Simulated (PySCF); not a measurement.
C5H7FOSi.
SMILES with atom numbers: `[CH:1]#[C:2][CH2:3][C@@:4]1([F:5])[O:6][CH2:7][SiH2:8]1`

Structure used (GFN2-xTB), in Å, numbered top down from 1:
```
atom  x, y, z in Å
C1     2.6339    0.0091   -1.0183
C2     1.7729   -0.6767   -0.5485
C3     0.7172   -1.4761    0.0310
C4    -0.5384   -0.6413    0.2550
F5    -1.5536   -1.5369    0.6443
O6    -0.3828    0.3133    1.2649
C7    -1.0461    1.4753    0.7309
Si8   -1.2532    0.6589   -0.9974
H9     3.4061    0.5886   -1.4278
H10    0.4682   -2.3099   -0.6310
H11    1.0456   -1.8735    0.9963
H12   -0.3841    2.3384    0.8213
H13   -1.9602    1.6766    1.2958
H14   -2.6136    0.3625   -1.4284
H15   -0.3164    1.0997   -2.0213
```

NICS = −σ at a ghost point: NICS(0) at the centroid of the ring atoms, NICS(1) 1 Å to either side along the normal of their mean plane, zz for the tensor component along that normal. Level: GIAO PBE0/pcSseg-1 (PySCF, non-relativistic, gas phase) on the GFN2-xTB geometry, one conformer.

Ring bond lengths (Å), with Mayer bond orders in brackets: C4–O6 1.398 (0.99), O6–C7 1.441 (0.89), C7–Si8 1.923 (0.93), Si8–C4 1.942 (0.84).

Question: What do the NICS probes read (ppm)?

Answer: 
```
        ring                                                    type  NICS(0)  NICS(1), two faces  NICS(1)zz, two faces  rms pucker (Å)  centre to ring atoms, mean (Å)
C4–O6–C7–Si8  4-membered ring with O and Si; formal bonds all single      1.3          1.2 / -0.4             6.4 / 3.2            0.05                            1.18
```

Question: What do they say, and how far can they be read as aromaticity?

Answer: 
- C4–O6–C7–Si8: mean NICS(1)zz 4.8 ppm, deshielded. C4, C7, Si8 have four or more neighbours, so the value isn't read as a sign of a π ring current. The two faces differ by 3.2 ppm, so no symmetry operation interchanges them.

Question: What is the mean of the two in-plane components of NICS at the first NICS(1) probe listed for ring C4–O6–C7–Si8, 1 Å off the ring?

Answer: The isotropic value is a third of the trace: (3 × 1.2 − (6.4))/2 = -1.4 ppm.

Question: Give the inner angles of the rings and the Hirshfeld charges of the ring atoms.

Answer: 
- C4–O6–C7–Si8: C4 92.8° (+0.084 e), O6 103.4° (-0.148 e), C7 92.3° (-0.086 e), Si8 70.4° (+0.343 e); sum 359.0° against 360° for a flat convex ring.
